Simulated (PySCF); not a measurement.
VCl₃, SMILES [Cl][V]([Cl])[Cl] (connectivity only; charge and spin as stated), neutral, multiplicity 3. Geometry: PBE-D3(BJ)/def2-SVP. The spin state was assumed, not searched.

Computed with PBE-D3(BJ)/def2-SVP (PySCF).

Harmonic wavenumbers (cm⁻¹): 80, 84, 111, 352, 443, 500. Rotational constants (GHz): 2.191, 1.913, 1.021; symmetry number 2.

Task: Work out the zero-point energy and the ideal-gas rigid-rotor harmonic-oscillator thermochemistry at 298.15 K and 1 atm.

Result: ZPE = ½ Σ hcν = ½ × 1570 cm⁻¹ = 2.24 kcal/mol. H − E(el) = 6.56 kcal/mol. Entropy in cal/(mol K): translation 41.07, rotation 27.33, vibration 13.56, spin 2.18, total 84.15. G − E(el) = -18.53 kcal/mol. Cp = 18.01 cal/(mol K). Modes under 150 cm⁻¹ make the vibrational entropy uncertain.
